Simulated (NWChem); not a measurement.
System: CH₄FNOW; SMILES [NH]=[W]([CH3])(=[O])[F]

Here is an NWChem input.

```
start job
memory heap 200 mb stack 900 mb global 1100 mb
geometry units angstroms noautoz
  W      0.004070     0.000037     0.044467
  O      0.540822    -0.828589     1.429498
  N      0.903747    -0.550129    -1.346087
  H      1.641918    -1.128163    -1.738734
  F     -0.013400     1.874425     0.184804
  C     -1.922562    -0.774120    -0.304669
  H     -1.914443    -1.869856    -0.405516
  H     -2.331119    -0.344759    -1.234551
  H     -2.576008    -0.505981     0.543519
end
basis spherical
  * library def2-svp
end
ecp
  W library def2-ecp
end
dft
  xc mn15
  iterations 150
  mulliken
end
task dft energy
```

NWChem printed, in part:

```
             Northwest Computational Chemistry Package (NWChem) 7.3.0
             --------------------------------------------------------

 C1  symmetry detected

                             Geometry "geometry" -> ""
                             -------------------------

 Output coordinates in angstroms (scale by  1.889725989 to convert to a.u.)

  No.       Tag          Charge          X              Y              Z
 ---- ---------------- ---------- -------------- -------------- --------------
    1 W                   74.0000     0.04798158     0.04222945     0.01597174
    2 O                    8.0000     0.91199957    -0.35273852     1.42682533
    3 N                    7.0000     1.02882749    -0.31165053    -1.38347530
    4 H                    1.0000     1.91201200    -0.62496273    -1.77719091
    5 F                    9.0000    -0.66008136     1.78280131    -0.03288048
    6 C                    6.0000    -1.46479591    -1.41856031    -0.08758214
    7 H                    1.0000    -1.05360152    -2.43919282    -0.07748860
    8 H                    1.0000    -2.04230309    -1.28810193    -1.01785967
    9 H                    1.0000    -2.13502581    -1.30311015     0.78177177

 Effective nuclear repulsion energy (a.u.)     784.8354039718

                                 NWChem DFT Module
                                 -----------------

 Summary of "ao basis" -> "ao basis" (spherical)
 ------------------------------------------------------------------------------
       Tag                 Description            Shells   Functions and Types
 ---------------- ------------------------------  ------  ---------------------
 W                          def2-svp                12       32   6s3p2d1f
 O                          def2-svp                 6       14   3s2p1d
 N                          def2-svp                 6       14   3s2p1d
 H                          def2-svp                 3        5   2s1p
 F                          def2-svp                 6       14   3s2p1d
 C                          def2-svp                 6       14   3s2p1d

            General Information
            -------------------
          SCF calculation type: DFT
          Wavefunction type:  closed shell.
          No. of atoms     :     9
          No. of electrons :    48
           Alpha electrons :    24
            Beta electrons :    24
          Charge           :     0
          Spin multiplicity:     1
          Use of symmetry is: off; symmetry adaption is: off
          Maximum number of iterations: 150
          AO basis - number of functions:   108
                     number of shells:    48
          Convergence on energy requested:  1.00D-06
          Convergence on density requested:  1.00D-05
          Convergence on gradient requested:  5.00D-04

              XC Information
              --------------
                         MN15 Method XC Functional
                     Hartree-Fock (Exact) Exchange  0.440
                          MN15 Exchange Functional  1.000
                        MN15 Correlation Potential  1.000

             Grid Information
             ----------------
          Grid used for XC integration:  medium
          Radial quadrature: Mura-Knowles
          Angular quadrature: Lebedev.
          Tag              B.-S. Rad. Rad. Pts. Rad. Cut. Ang. Pts.
          ---              ---------- --------- --------- ---------
          W                   1.35      123           9.0       590
          O                   0.60       49          11.0       434
          N                   0.65       49          11.0       434
          H                   0.35       45          12.0       434
          F                   0.50       49          11.0       434
          C                   0.70       49          10.0       434
          Grid pruning is: on
          Number of quadrature shells:   499
          Spatial weights used:  Erf1

      Superposition of Atomic Density Guess
      -------------------------------------

 Sum of atomic energies:        -341.02638988

      Non-variational initial energy
      ------------------------------

 Total energy =    -334.852582
 1-e energy   =    -913.893771
 2-e energy   =     360.658209
 HOMO         =      -0.365617
 LUMO         =      -0.011909

     ---------------------------------------------
      Total Density - Mulliken Population Analysis
     ---------------------------------------------

    Atom       Charge   Shell Charges
 -----------   ------   -------------------------------------------------------
    1 W   14    11.22   0.04 -0.35  1.80  0.54  0.39  0.08  5.49  0.57  0.12  2.05  0.34  0.15
    2 O    8     9.05   1.99  1.16  0.74  3.17  1.98  0.01
    3 N    7     8.03   1.99  1.09  0.57  2.64  1.73  0.01
    4 H    1     0.75   0.59  0.12  0.04
    5 F    9     9.63   1.99  1.15  0.80  3.53  2.16  0.00
    6 C    6     6.78   1.99  0.96  0.35  2.13  1.33  0.01
    7 H    1     0.84   0.64  0.17  0.03
    8 H    1     0.84   0.64  0.17  0.03
    9 H    1     0.85   0.65  0.18  0.03

   convergence    iter        energy       DeltaE   RMS-Dens  Diis-err
 ---------------- ----- ----------------- --------- --------- ---------
 d= 0,ls=0.0,diis     1   -336.5604261193 -5.55D+02  3.99D-02  3.63D+00
 d= 0,ls=0.0,diis     2   -332.9727460228  3.59D+00  3.00D-02  3.85D+01
 d= 0,ls=0.0,diis     3   -336.9180471150 -3.95D+00  5.40D-03  5.03D-01
 d= 0,ls=0.0,diis     4   -336.9381346279 -2.01D-02  2.61D-03  2.89D-01
 d= 0,ls=0.0,diis     5   -336.9617107321 -2.36D-02  9.05D-04  2.77D-02
  Resetting Diis
 d= 0,ls=0.0,diis     6   -336.9646205720 -2.91D-03  2.14D-04  1.44D-03
 d= 0,ls=0.0,diis     7   -336.9647624247 -1.42D-04  1.46D-04  1.35D-04
 d= 0,ls=0.0,diis     8   -336.9647444020  1.80D-05  9.72D-05  3.31D-04
 d= 0,ls=0.0,diis     9   -336.9647755967 -3.12D-05  2.78D-05  2.57D-05
 d= 0,ls=0.0,diis    10   -336.9647781457 -2.55D-06  7.35D-06  1.16D-06
 d= 0,ls=0.0,diis    11   -336.9647782905 -1.45D-07  5.24D-06  2.00D-07

         Total DFT energy =     -336.964778290487
      One electron energy =     -918.098160566505
           Coulomb energy =      402.725480081054
    Exchange-Corr. energy =      -39.975078359312
 Nuclear repulsion energy =      218.382980554277

 Numeric. integr. density =       47.999992107983

                       DFT Final Molecular Orbital Analysis
                       ------------------------------------

 Vector   22  Occ=2.000000D+00  E=-3.817077D-01
              MO Center= -5.2D-01, -6.0D-01, -1.1D-01, r^2= 3.0D+00
   Bfn.  Coefficient  Atom+Function         Bfn.  Coefficient  Atom+Function
  ----- ------------  ---------------      ----- ------------  ---------------
    16      0.355093  1 W  d -2              83      0.294924  6 C  px
     5      0.219569  1 W  s                 51     -0.215884  3 N  py
    84      0.212967  6 C  py                 3     -0.206897  1 W  s
    17     -0.183530  1 W  d -1              86      0.174577  6 C  px
   104     -0.168963  9 H  s                 54      0.146163  3 N  py

 Vector   23  Occ=2.000000D+00  E=-3.477833D-01
              MO Center=  3.1D-01, -5.2D-01, -6.2D-01, r^2= 3.0D+00
   Bfn.  Coefficient  Atom+Function         Bfn.  Coefficient  Atom+Function
  ----- ------------  ---------------      ----- ------------  ---------------
    51      0.351637  3 N  py                54     -0.253469  3 N  py
    82      0.226886  6 C  s                 50      0.205627  3 N  px
    37     -0.199596  2 O  py                84      0.196230  6 C  py
     8      0.189390  1 W  py                20     -0.178157  1 W  d  2
    17      0.170892  1 W  d -1              53     -0.161220  3 N  px

 Vector   24  Occ=2.000000D+00  E=-3.340256D-01
              MO Center=  7.9D-01, -2.3D-01, -6.2D-01, r^2= 2.7D+00
   Bfn.  Coefficient  Atom+Function         Bfn.  Coefficient  Atom+Function
  ----- ------------  ---------------      ----- ------------  ---------------
    52      0.370600  3 N  pz                36      0.316056  2 O  px
    55     -0.262739  3 N  pz                39      0.230378  2 O  px
    50      0.222023  3 N  px                51     -0.205379  3 N  py
    53     -0.168258  3 N  px                49      0.158913  3 N  s
    54      0.158936  3 N  py                 3      0.147355  1 W  s

 Vector   25  Occ=0.000000D+00  E=-5.122062D-02
              MO Center= -8.3D-02,  2.7D-03, -4.6D-02, r^2= 2.5D+00
   Bfn.  Coefficient  Atom+Function         Bfn.  Coefficient  Atom+Function
  ----- ------------  ---------------      ----- ------------  ---------------
    20      0.734317  1 W  d  2              16     -0.275343  1 W  d -2
    95      0.223057  7 H  s                 69     -0.214524  5 F  px
    55     -0.207847  3 N  pz                25      0.194955  1 W  d  2
    13     -0.181675  1 W  px                72      0.180472  5 F  px
     7      0.173880  1 W  px                52      0.165893  3 N  pz

 Vector   26  Occ=0.000000D+00  E=-1.910213D-02
              MO Center=  2.3D-01, -1.2D-01, -1.6D-02, r^2= 2.3D+00
   Bfn.  Coefficient  Atom+Function         Bfn.  Coefficient  Atom+Function
  ----- ------------  ---------------      ----- ------------  ---------------
    17      0.741199  1 W  d -1              19     -0.375742  1 W  d  1
    54      0.277238  3 N  py                37     -0.267745  2 O  py
    51     -0.256823  3 N  py                40     -0.244480  2 O  py
   105      0.187206  9 H  s                100     -0.183543  8 H  s
    24     -0.145680  1 W  d  1              36     -0.120452  2 O  px

 Vector   27  Occ=0.000000D+00  E= 2.186353D-02
              MO Center=  2.6D-01, -5.3D-02, -8.0D-02, r^2= 3.5D+00
   Bfn.  Coefficient  Atom+Function         Bfn.  Coefficient  Atom+Function
  ----- ------------  ---------------      ----- ------------  ---------------
    82      0.685841  6 C  s                 18      0.526726  1 W  d  0
     6     -0.517511  1 W  s                 49     -0.451256  3 N  s
    86      0.332696  6 C  px                16     -0.325132  1 W  d -2
    62      0.298577  4 H  s                 21     -0.283203  1 W  d -2
    87      0.279552  6 C  py                23      0.242741  1 W  d  0

     ---------------------------------------------
      Total Density - Mulliken Population Analysis
     ---------------------------------------------

    Atom       Charge   Shell Charges
 -----------   ------   -------------------------------------------------------
    1 W   14    12.96   0.04 -0.37  1.92  0.45  0.49  0.01  5.57  0.56  0.20  3.34  0.56  0.19
    2 O    8     8.32   1.99  1.09  0.79  2.80  1.64  0.01
    3 N    7     7.37   1.99  1.00  0.60  2.38  1.39  0.01
    4 H    1     0.84   0.70  0.10  0.04
    5 F    9     9.33   1.99  1.09  0.85  3.37  2.02  0.00
    6 C    6     6.45   1.98  0.86  0.35  2.13  1.11  0.02
    7 H    1     0.90   0.72  0.16  0.02
    8 H    1     0.91   0.72  0.16  0.02
    9 H    1     0.92   0.73  0.17  0.02

     -------------------------------------------
      Total Density - Lowdin Population Analysis
     -------------------------------------------

    Atom       Charge   Shell Charges
 -----------   ------   -------------------------------------------------------
    1 W   14    13.66   0.00  0.04  1.11  0.78  0.37  0.16  4.94  1.28  0.40  3.07  1.18  0.33
    2 O    8     8.14   1.97  0.96  0.70  2.66  1.82  0.02
    3 N    7     7.12   1.97  0.78  0.51  2.20  1.63  0.03
    4 H    1     0.90   0.57  0.21  0.12
    5 F    9     9.16   1.97  1.00  0.79  3.24  2.14  0.01
    6 C    6     6.23   1.96  0.57  0.35  1.91  1.39  0.04
    7 H    1     0.93   0.61  0.25  0.07
    8 H    1     0.93   0.61  0.25  0.07
    9 H    1     0.94   0.62  0.25  0.07

     Multipole analysis of the density
     ---------------------------------

     L   x y z        total         alpha         beta         nuclear
     -   - - -        -----         -----         ----         -------
     0   0 0 0     -0.000000    -24.000000    -24.000000     48.000000

     1   1 0 0     -0.281406      2.579458      2.579458     -5.440323
     1   0 1 0     -0.531557      2.128284      2.128284     -4.788126
     1   0 0 1     -0.579210      0.615861      0.615861     -1.810933

     2   2 0 0    -32.354915    -95.429929    -95.429929    158.504943
     2   1 1 0      1.185613     -6.325198     -6.325198     13.836010
     2   1 0 1     -3.292213      1.004123      1.004123     -5.300458
     2   0 2 0    -36.298752   -111.134698   -111.134698    185.970645
     2   0 1 1      1.466443     -0.715072     -0.715072      2.896588
     2   0 0 2    -36.724064    -80.062192    -80.062192    123.400321
```

Level: MN15/def2-SVP with def2 effective core potentials on W. Geometry: optimised at PBE0/def2-SVP. Not confirmed as a minimum by frequencies. def2 effective core potentials on W; no spin-orbit coupling.
